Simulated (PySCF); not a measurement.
Computed properties of Si(CF3)(Cl)(H)2 (CH2ClF3Si), SMILES FC(F)(F)[SiH2]Cl

Si(CF3)(Cl)(H)2 (CH₂ClF₃Si), SMILES FC(F)([SiH2]Cl)F. Geometry optimised at PBE0-D3(BJ)/def2-SVP. One conformer was computed; it need not be the lowest. All values are computed for the isolated molecule unless a solvent is named; none is compared with measurement here.

**Structure.** The optimised structure has Cs symmetry. All 18 harmonic modes at PBE0-D3(BJ)/def2-SVP (PySCF) are real, so it is a minimum. With heavy atoms numbered as in [SiH2:1]([Cl:2])[C:3]([F:4])([F:5])[F:6], the shortest bond between them is C3–F4 at 1.337 Å and the longest Si1–Cl2 at 2.054 Å.

**Vibrations.** The strongest infrared lines (harmonic, unscaled, degenerate partners summed) lie at 859 cm⁻¹ (244 km/mol, H 83 %, Si 12 %), 1186 cm⁻¹ (214 km/mol, C 72 %, F 27 %), 1207 cm⁻¹ (208 km/mol, C 73 %, F 27 %). The softest mode is at 55 cm⁻¹ and the zero-point energy is 21.1 kcal/mol.

**Electronic structure.** PBE0/def2-TZVP (PySCF) places the frontier levels at -9.34 and -0.43 eV, a gap of 8.91 eV, and gives a dipole moment of 1.78 D and a mean polarisability of 50.1 bohr³. PBE/def2-TZVP (PySCF) at the same geometry gives -7.84 and -1.33 eV, so its gap is 2.40 eV narrower. An orbital gap is neither the optical nor the fundamental gap.

**Excitations.** TDA-ωB97X/def2-SVPD (PySCF) has S1 at 7.89 eV (157 nm, f = 0.007, weak); the most intense of the 10 singlets computed lies at 9.81 eV (f = 0.05). T1 (TDA) is at 7.42 eV, 0.47 eV under S1. TDA-PBE/def2-SVPD (PySCF) puts S1 at 6.65 eV. No vertical singlet excitation falls in the visible range (under 3.1 eV).

**NMR.** GIAO shifts at PBE0/pcSseg-1 (PySCF) (non-relativistic, atoms alike by connectivity averaged): ¹³C at 133.9 ppm against TMS; ¹H at 5.3 ppm against TMS; ²⁹Si at -19.8 ppm against TMS; ¹⁹F at -84.2 ppm against CFCl3. Without spin–orbit terms, shifts of atoms bonded to Cl or Br come out too high.

**Solvation.** SMD-PBE0/def2-SVP (PySCF) gives 2.1 kcal/mol in water, -1.6 kcal/mol in acetonitrile, -1.6 kcal/mol in ethylethanoate (1 M in both phases, gas-phase geometry); of these solvents ethylethanoate holds the molecule best.
